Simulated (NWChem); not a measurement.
System: C2H6OSi; SMILES O=CC[SiH3]

NWChem input:

```
start job
memory heap 200 mb stack 900 mb global 1100 mb
geometry units angstroms noautoz
  O     -0.421391     2.138591    -0.207348
  C      0.201961     1.303713     0.392397
  C      0.821750     0.091970    -0.226959
  Si    -0.246341    -1.466451     0.001442
  H      0.336441     1.380276     1.504821
  H      1.796738    -0.121296     0.242538
  H      0.955640     0.257597    -1.307641
  H     -1.548592    -1.302211    -0.706121
  H     -0.500057    -1.699029     1.455429
  H      0.489971    -2.637140    -0.560104
end
basis spherical
  * library def2-svp
end
dft
  xc becke88 lyp
  iterations 150
  mulliken
end
task dft energy
```

All runs use the structure optimised with PBE0/def2-SVP.

Q: Predict the main results of this run. (BLYP/def2-SVP.) Quantities: energy (Ha); highest occupied level (eV); orbital gap (eV); dipole (D).

A: 
```
Quantity                       Value
---------------------------  -------
energy (Ha)                  -444.25
highest occupied level (eV)    -5.57
orbital gap (eV)                3.97
dipole (D)                      2.36
```
